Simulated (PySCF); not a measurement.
Species: C5H9B2N.
SMILES with atom numbers: `[BH2:1][BH2-:2][n+:3]1[cH:4][cH:5][cH:6][cH:7][cH:8]1`

Structure used (PBE0-D3(BJ)/def2-SVP), in Å, numbered top down from 1:
```xyz
17
C5H9B2N angstrom
B      2.6433    0.9703    0.1858
B      1.5805   -0.2139   -0.3691
N      0.0608    0.1879   -0.1386
C     -0.5811   -0.2000    0.9743
C     -1.8794    0.1995    1.2535
C     -2.5454    1.0233    0.3495
C     -1.8752    1.4164   -0.8065
C     -0.5768    0.9781   -1.0166
H      2.3126    2.0490    0.6564
H      3.8436    0.7917    0.1032
H      1.7630   -1.2939    0.1852
H      1.7491   -0.3219   -1.5839
H     -0.0102   -0.8490    1.6401
H     -2.3579   -0.1421    2.1727
H     -3.5697    1.3505    0.5406
H     -2.3504    2.0576   -1.5504
H     -0.0027    1.2494   -1.9037
```

Probes without a nucleus sit at each ring's centroid and 1 Å off its mean plane on both sides; NICS is minus the shielding there, NICSzz its component along the normal. Level: GIAO KT2/pcSseg-1 (PySCF, non-relativistic, gas phase) on the PBE0-D3(BJ)/def2-SVP geometry, one conformer.

Ring bond lengths (Å): N3–C4 1.342, C4–C5 1.387, C5–C6 1.393, C6–C7 1.393, C7–C8 1.386, C8–N3 1.342.

Question: Give the NICS values of each ring in ppm.

Answer: 
```csv
ring,type,NICS(0),"NICS(1), two faces","NICS(1)zz, two faces",rms pucker (Å),"centre to ring atoms, mean (Å)"
N3–C4–C5–C6–C7–C8,6-membered ring with N; formal bonds all aromatic,-6.5,-9.5 / -9.0,-23.8 / -23.1,0.00,1.37
```

Question: What do they say, and how far can they be read as aromaticity?

Answer: 
- N3–C4–C5–C6–C7–C8: mean NICS(1)zz -23.4 ppm, shielded, aromatic by this magnetic criterion (flat ring, no four-coordinate atom).

Question: And the bond-length index? HOMA takes Krygowski's 1993 parameters.

Answer: 
- N3–C4–C5–C6–C7–C8: HOMA 1.00; the largest term is that of C8–N3, α(R − Ropt)² = 0.01. The geometric and the magnetic index point the same way.

Question: What is the mean of the two in-plane components of NICS at the second NICS(1) probe listed for ring N3–C4–C5–C6–C7–C8, 1 Å off the ring?

Answer: The isotropic value is a third of the trace: (3 × -9.0 − (-23.1))/2 = -1.9 ppm.

Question: List the ring angles.

Answer: 
- N3–C4–C5–C6–C7–C8: N3 119.0°, C4 122.1°, C5 119.2°, C6 118.4°, C7 119.2°, C8 122.1°; sum 720.0° against 720° for a flat convex ring.

Question: What are the shieldings of the ring atoms and their hydrogens in the same run (means over atoms taken as equivalent)?

Answer: 
| atoms | environment | σ isotropic (ppm) |
| --- | --- | --- |
| N3 | nitrogen bonded to B and 2 C | -26.3 |
| C4 (×2) | aromatic CH next to a ring nitrogen | 43.5 |
| C5 (×2) | aromatic CH carbon | 63.2 |
| C6 | aromatic CH carbon | 55.3 |
| H13 (×2) | aromatic hydrogen | 22.77 |
| H14 (×2) | aromatic hydrogen | 24.22 |
| H15 | aromatic hydrogen | 23.93 |

Question: How do the values depend on the level or the medium?

Answer: 
```tsv
level	NICS(0), N3–C4–C5–C6–C7–C8	mean NICS(1)zz, N3–C4–C5–C6–C7–C8
KT2/pcSseg-1, gas	-6.5	-23.4
PBE0/pcSseg-1, gas	-7.1	-25.9
PBE0/pcSseg-1, IEF-PCM dimethylsulfoxide	-7.3	-26.8
PBE0/pcSseg-1, IEF-PCM methanol	-7.3	-26.8
```

The geometry is the same throughout; the continuum's cavity takes Bondi-type radii × 1.2.

Time: 59 s of wall time; peak memory 0.89 GiB. Hardware: one thread of an Arm Neoverse N1, no GPU, on a shared host. This is the whole shielding run at KT2/pcSseg-1, SCF included.
